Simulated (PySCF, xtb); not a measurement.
C2H5S, SMILES S[CH]C, multiplicity 2.

Coordinates come from a r2SCAN-D4/def2-TZVP optimisation. The isomer is the one that the SMILES or the coordinates give; other isomers of the formula were not compared. Other conformers were not sampled.

Method: PySCF with IEF-PCM-ωB97X/def2-SVP.

The values are the electrostatic part of the solvation free energy, E(continuum) − E(gas) at the gas-phase geometry, in a cavity of scaled van der Waals radii (PySCF's table); cavitation and dispersion terms are not included. The dipole moment in vacuum is 1.30 D.

Computed values in water (ε = 78.36), acetone (ε = 20.49), diethylether (ε = 4.24):
```
solvent           ε  ΔG(elec) (kcal/mol)  dipole (D)
------------  -----  -------------------  ----------
water         78.36                 -2.7        1.70
acetone       20.49                 -2.5        1.68
diethylether   4.24                 -1.8        1.57
```

For comparison, GFN2-xTB/ALPB(water) (xtb, at the GFN2-xTB geometry, all terms of that model) gives -0.4 kcal/mol.
